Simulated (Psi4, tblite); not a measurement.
Approach curve of the dimer C3H8 ··· H4O4Si (SMILES CCC and O[Si](O)(O)O). Monomers: optimised at B3LYP-D3(BJ) (def2-TZVP), held rigid. Orientation: lowest of the rigid-body minima from ten starts at GFN2-xTB. R is the distance of the centres of mass, along which the second monomer moves.

GFN2-xTB (tblite); SAPT0/jun-cc-pVDZ, frozen core (Psi4).

Interaction energies in kcal/mol; the last columns give the difference from SAPT0:

```
R / Å  GFN2-xTB  SAPT0/jun-cc-pVDZ  GFN2-xTB − SAPT0/jun-cc-pVDZ
-----  --------  -----------------  ----------------------------
3.59       1.61               7.87                         -6.26
3.77      -1.86               3.28                         -5.14
4.00      -3.64               0.31                         -3.95
4.19      -3.93              -0.77                         -3.15
4.42      -3.65              -1.24                         -2.41
4.59      -3.27              -1.29                         -1.98
4.89      -2.55              -1.12                         -1.43
5.20      -1.89              -0.86                         -1.04
5.68      -1.16              -0.52                         -0.64
6.36      -0.59              -0.25                         -0.34
7.37      -0.24              -0.09                         -0.15
8.68      -0.10              -0.03                         -0.06
```

GFN2-xTB is furthest from SAPT0/jun-cc-pVDZ at 3.59 (-6.26 kcal/mol, below); its mean absolute difference over the points is 2.21 kcal/mol.
